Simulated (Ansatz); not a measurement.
`[CH3][Ge]([SH])([Cl])[Cl]` + `[OH][Al]([OH])[SH]` → `[SH][Ge]([SH])([Cl])[Cl]` + `[CH3][Al]([OH])[OH]`  (redistribution)

Isolated molecules relaxed with PBE0-D4/def2-TZVP in Ansatz; ΔE leaves out vibrations. CBS: MP2 limit from def2 TZ/QZ plus the TZ coupled-cluster correction, frozen cores. This one scheme is used for every species. DFT in def2-TZVPP. B3LYP here is the variant with VWN-RPA as its local correlation; programs differ in this. For Ge outer-core shells are correlated without core-valence functions, which leaves a few kJ/mol of doubt a bond. Scalar relativity is left out up to krypton. One conformer a species, not always the lowest.

| level | ΔE (kJ/mol) | difference from CCSD(T)/CBS |
| --- | --- | --- |
| ωB97X-V | 63.1 | -2.3 |
| PBE-QIDH | 65.1 | -0.3 |
| BLYP | 53.6 | -11.8 |
| B3LYP | 58.5 | -6.9 |
| BHLYP | 64.7 | -0.7 |
| CCSD/def2-TZVPP | 68.1 | 2.7 |
| CCSD(T)/def2-TZVPP | 66.0 | 0.6 |
| MP2/def2-QZVPP | 65.4 | 0.0 |
| SCS-MP2/def2-QZVPP | 66.1 | 0.7 |
| MP2/CBS(def2) | 65.2 | -0.2 |
| CCSD(T)/CBS | 65.4 | 0 |

Largest T1 diagnostic among the species: 0.012.

In def2-TZVPP, CCSD(T) changes the Hartree–Fock value by −7.7 kJ/mol (the triples alone add −2.1 kJ/mol) and MP2 by −7.8 kJ/mol. At CCSD(T), def2-SVP lies −7.3 kJ/mol from the extrapolated value and def2-TZVPP +0.6 kJ/mol.
